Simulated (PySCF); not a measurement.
BH5OSn, SMILES [SnH3][O]B. Atoms are numbered in the order given.

```xyz
8

O      0.5325    -1.4166     0.0000
Sn    -0.0249     0.5362     0.0000
H      0.6749     1.1723     1.4271
H      0.6749     1.1723    -1.4271
H     -1.7391     0.5613     0.0000
B     -0.2747    -2.4851     0.0000
H     -1.4900    -2.3687     0.0000
H      0.2363    -3.5868     0.0000
```

Coordinates come from a B3LYP-D3(BJ)/def2-SVP optimisation. The def2 effective core potentials stand for the cores of Sn; spin–orbit coupling is left out.

Calculation: TDDFT-PBE/def2-SVPD (PySCF).

Vertical excitations.  State labels are in the subgroup Cs.

Computed UV-visible absorptions:
| state | symmetry | energy (eV) | λ (nm) | f | main pairs |
|---|---|---|---|---|---|
| S1 | A' | 4.87 | 254 | 0.050 | HOMO→LUMO 91 % |
| S2 | A' | 5.21 | 238 | 0.043 | HOMO→LUMO+1 92 % |
| S3 | A" | 5.38 | 231 | 0.000 | HOMO→LUMO+2 100 % |
| S4 | A" | 6.21 | 200 | 0.001 | HOMO→LUMO+3 99 % |
| S5 | A' | 6.27 | 198 | 0.005 | HOMO→LUMO+4 99 % |
| S6 | A" | 6.49 | 191 | 0.003 | HOMO−1→LUMO 97 % |
| S7 | A' | 6.80 | 182 | 0.002 | HOMO−2→LUMO 98 % |
| S8 | A' | 6.98 | 178 | 0.008 | HOMO→LUMO+5 99 % |
| S9 | A" | 7.08 | 175 | 0.047 | HOMO−1→LUMO+1 88 % |
| S10 | A' | 7.21 | 172 | 0.034 | HOMO−1→LUMO+2 84 %, HOMO−3→LUMO+2 13 % |
| T1 | A' | 4.49 | 276 | 0 | HOMO→LUMO 99 % |
| T2 | A" | 4.86 | 255 | 0 | HOMO→LUMO+2 99 % |
| T3 | A' | 5.05 | 245 | 0 | HOMO→LUMO+1 99 % |
| T4 | A" | 6.12 | 203 | 0 | HOMO−1→LUMO 90 % |
Triplets are in the Tamm–Dancoff approximation, which puts them higher than full response would, so one can lie above its singlet here.
